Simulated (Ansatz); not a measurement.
Basis sets compared for Cd₃Te₃. The state is a singlet with charge 0. Geometry PBE-D4/def2-SVP. Ansatz on 2 threads of AMD EPYC 7R13 on a shared host; times are rough, and most runs start from earlier orbitals.

```xyz
6

Cd   -1.0390    1.4138    0.7304
Cd   -0.2811   -0.7581   -1.3571
Cd    2.6108    0.1545   -0.7970
Te   -1.7117    1.5353   -1.8732
Te   -0.1719   -2.3079    0.9362
Te    0.5930   -0.0376    2.3607
```

In the def2 sets Cd, Te take a core potential; there is no spin–orbit coupling. The structure comes from a short search, and lower isomers may exist.

Binding counts from free atoms (Cd singlet, Te triplet) in the same basis, without a counterpoise term.

```csv
level,functions,energy (Eh),HOMO (eV),LUMO (eV),binding per atom (eV),wall time
PBE-D4/def2-SVP,171,-1307.4389,-4.97,-3.37,1.40,5.5 s
PBE-D4/def2-TZVP,270,-1307.5967,-5.01,-3.39,1.41,8.6 s
PBE0-D4/def2-SVP,171,-1307.4578,-5.83,-2.79,1.35,12 s
PBE0-D4/def2-TZVP,270,-1307.6098,-5.84,-2.78,1.37,24 s
r2SCAN0-D4/def2-TZVP,270,-1307.8736,-5.99,-2.75,1.30,29 s
```

(1) Estimate the rows for PBE-D4/def2-TZVPD, PBE0-D4/def2-TZVPD, r2SCAN0-D4/def2-TZVPD.

Results:

(1) 
```json
{"level": "PBE-D4/def2-TZVPD", "functions": "297", "energy (Eh)": "-1307.5973", "HOMO (eV)": "-5.02", "LUMO (eV)": "-3.40", "binding per atom (eV)": "1.41", "wall time": "5.5 s"}
{"level": "PBE0-D4/def2-TZVPD", "functions": "297", "energy (Eh)": "-1307.6103", "HOMO (eV)": "-5.85", "LUMO (eV)": "-2.78", "binding per atom (eV)": "1.37", "wall time": "7.5 s"}
{"level": "r2SCAN0-D4/def2-TZVPD", "functions": "297", "energy (Eh)": "-1307.8743", "HOMO (eV)": "-5.99", "LUMO (eV)": "-2.75", "binding per atom (eV)": "1.30", "wall time": "5.5 s"}
```
